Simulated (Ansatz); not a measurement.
Cost and result up the ladder for CrH4 (5 atoms). Charge 0, multiplicity 3. Geometry: PBE-D4/def2-TZVP.

```xyz
5

Cr    0.000    0.000    0.000
H     1.564   -0.182   -0.275
H    -0.710    0.565   -1.315
H    -0.213    1.029    1.204
H    -0.641   -1.412    0.386
```

Ansatz on 2 threads of AMD EPYC 7R43 on a shared host. Times are rough, and most runs start from the orbitals of an earlier one. No level here is sound enough to serve as a yardstick. Binding counts from free atoms at the same level (Cr septet, H doublet; other spins of the atoms weren't run), without zero-point energy or a counterpoise term.

LC-ωPBE has ω = 0.4 bohr⁻¹. HSE06 is defined as in plane-wave codes, on full-range PBE exchange.

Run but left out: HF/6-31G, HF/def2-TZVP, PBE0-D4/def2-SVP, r2SCAN0-D4/def2-TZVP, BHLYP-D4/def2-TZVP, B2PLYP/def2-TZVP, PBE-QIDH/def2-TZVP, MP2/def2-TZVP, MP2/def2-QZVPP, CCSD(T)/def2-TZVPD, CCSD(T)/def2-TZVPP (⟨S²⟩ 2.33 to 3.11, where a pure state has 2.00); HF/STO-3G (a determinant that CCSD turns far, T1 0.060).

```json
{"level": "r2SCANh-D4/def2-TZVP", "functions": "69", "binding energy per atom (eV)": "1.58", "remarks": "spin-contaminated (⟨S²⟩ 2.23)"}
{"level": "PBE-D4/def2-SVP", "functions": "51", "binding energy per atom (eV)": "1.72", "remarks": "–"}
{"level": "HSE06-D4/def2-TZVP", "functions": "69", "binding energy per atom (eV)": "1.49", "remarks": "spin-contaminated (⟨S²⟩ 2.26)"}
{"level": "PBE-D4/def2-TZVP", "functions": "69", "binding energy per atom (eV)": "1.72", "remarks": "–"}
{"level": "LDA (SPW92)/def2-TZVP", "functions": "69", "binding energy per atom (eV)": "1.98", "remarks": "–"}
{"level": "CAM-B3LYP-D4/def2-TZVP", "functions": "69", "binding energy per atom (eV)": "1.66", "remarks": "spin-contaminated (⟨S²⟩ 2.24)"}
{"level": "PBE0-D4/def2-TZVP (with forces)", "functions": "69", "binding energy per atom (eV)": "1.49", "remarks": "spin-contaminated (⟨S²⟩ 2.26)"}
{"level": "PBE-D4/def2-TZVPD", "functions": "84", "binding energy per atom (eV)": "1.73", "remarks": "–"}
{"level": "revPBE-D4/def2-TZVP", "functions": "69", "binding energy per atom (eV)": "1.70", "remarks": "–"}
{"level": "B97M-V/def2-TZVP", "functions": "69", "binding energy per atom (eV)": "1.63", "remarks": "spin-contaminated (⟨S²⟩ 2.14)"}
{"level": "ωB97M-V/def2-TZVP", "functions": "69", "binding energy per atom (eV)": "1.60", "remarks": "spin-contaminated (⟨S²⟩ 2.21)"}
{"level": "r2SCAN-D4/def2-TZVPD", "functions": "84", "binding energy per atom (eV)": "1.66", "remarks": "spin-contaminated (⟨S²⟩ 2.16)"}
{"level": "LC-ωPBE/def2-TZVP", "functions": "69", "binding energy per atom (eV)": "1.50", "remarks": "spin-contaminated (⟨S²⟩ 2.22)"}
{"level": "PBE0-D4/def2-TZVPD", "functions": "84", "binding energy per atom (eV)": "1.50", "remarks": "spin-contaminated (⟨S²⟩ 2.26)"}
```

Problem. Estimate how long each takes.

Solution. LDA (SPW92)/def2-TZVP 1.1 s; revPBE-D4/def2-TZVP 1.8 s; PBE-D4/def2-SVP 1.9 s; PBE-D4/def2-TZVP 2.2 s; CAM-B3LYP-D4/def2-TZVP 2.2 s; PBE-D4/def2-TZVPD 2.3 s; PBE0-D4/def2-TZVPD 2.3 s; HSE06-D4/def2-TZVP 2.3 s; LC-ωPBE/def2-TZVP 2.7 s; r2SCANh-D4/def2-TZVP 3.1 s; PBE0-D4/def2-TZVP (with forces) 4.2 s; r2SCAN-D4/def2-TZVPD 6 s; ωB97M-V/def2-TZVP 6.5 s; B97M-V/def2-TZVP 8.5 s. On shared hardware such times vary by a factor of up to 3.
